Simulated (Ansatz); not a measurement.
Task: Name a neutral molecule of C, Ga, N, O and H with size of the dipole moment (PBE/def2-TZVPP) between 4.35 and 4.65 D and size of the dipole moment (ωB97M-V/def2-TZVPP) between 4.60 and 4.90 D (Ansatz, PBE0-D4/def2-TZVP geometry).

Result: `N#[C][GaH][OH]` (4.61 D, 4.78 D). Other molecules can fit too; these were computed, each in one conformer that needn't be the lowest.
